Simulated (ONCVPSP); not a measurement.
# Reading a pseudo-wave (tellurium)

Columns: radius, all-electron u(r) and pseudo u(r) of the 4s shell (level -183.82 eV) of tellurium in the configuration [Ar] 3d10 4s2 4p6 4d10 5s2 5p2; PBE, scalar-relativistic, ONCV scheme, ONCVPSP 4.0.1.

| r (bohr) | all-electron | pseudo |
| --- | --- | --- |
| 0.065 | 0.4456 | 0.0510 |
| 0.130 | 0.1041 | 0.1211 |
| 0.195 | -0.5938 | 0.2240 |
| 0.260 | -0.7497 | 0.3647 |
| 0.325 | -0.4357 | 0.5377 |
| 0.390 | 0.0699 | 0.7284 |
| 0.455 | 0.5646 | 0.9167 |
| 0.520 | 0.9503 | 1.0814 |
| 0.585 | 1.1993 | 1.2047 |
| 0.650 | 1.3230 | 1.2759 |
| 0.715 | 1.3472 | 1.2921 |
| 0.780 | 1.3010 | 1.2580 |
| 0.845 | 1.2105 | 1.1839 |
| 0.910 | 1.0954 | 1.0820 |
| 0.975 | 0.9708 | 0.9654 |
| 1.040 | 0.8466 | 0.8449 |
| 1.105 | 0.7287 | 0.7283 |
| 1.170 | 0.6208 | 0.6206 |
| 1.235 | 0.5244 | 0.5243 |
| 1.300 | 0.4399 | 0.4397 |
| 1.365 | 0.3668 | 0.3667 |
| 1.430 | 0.3044 | 0.3043 |
| 1.495 | 0.2516 | 0.2515 |
| 1.560 | 0.2071 | 0.2070 |
| 1.625 | 0.1700 | 0.1700 |
| 1.690 | 0.1391 | 0.1391 |

Question: How many radial nodes do the two functions have?

Answer: The all-electron 4s function has n − l − 1 = 3 (the table is too coarse to show those close to the nucleus); the pseudo-wave has 0, since the states of the same l below it are removed with the core.

Question: At about which radius was the pseudo-wave matched?

Answer: 1.20 bohr. The columns agree to 0.0005 from 1.10 bohr on; several derivatives are matched, so the curves merge somewhat inside the radius.

Question: Where does each function peak?

Answer: Outermost all-electron maximum near 0.71 bohr, pseudo maximum near 0.71 bohr (to the table’s step).

Question: Is the pseudo-wave norm-conserving?

Answer: Yes: the ONCV scheme keeps the norm inside the radius equal to the all-electron one, which fixes the energy derivative of the logarithmic derivative at the level.
